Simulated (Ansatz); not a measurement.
Basis-set extrapolation for C2H5FN2Si, SMILES `NC1=C([SiH2]F)N1` (PBE0-D4/def2-TZVP geometry, frozen core, the Gaussian-basis code of Ansatz). Multiplicity 1, RHF reference.

|  | def2-TZVPP | def2-QZVPP |
| --- | --- | --- |
| HF | -576.005766 | -576.028471 |
| MP2 correlation | -1.092288 | -1.175793 |
| CCSD(T) correlation | -1.166014 | not run |

Energies in hartree. Use E(X) = E(∞) + A·exp(−7.88·√X) for Hartree–Fock and E(X) = E(∞) + B·X^(−2.97) for correlation, with X = 3 and 4, and add CCSD(T) minus MP2 of the smaller set to the MP2 limit.

What is the CCSD(T) energy at the basis-set limit?

HF limit: -576.028471 + (-0.022705) × 0.13774 = -576.03160. MP2 limit: -1.175793 + (-0.083505) × 0.74074 = -1.23765. Higher-order term: -1.166014 − (-1.092288) = -0.07373. Total: -577.34298 hartree, 449.5 kJ/mol below CCSD(T)/def2-TZVPP.
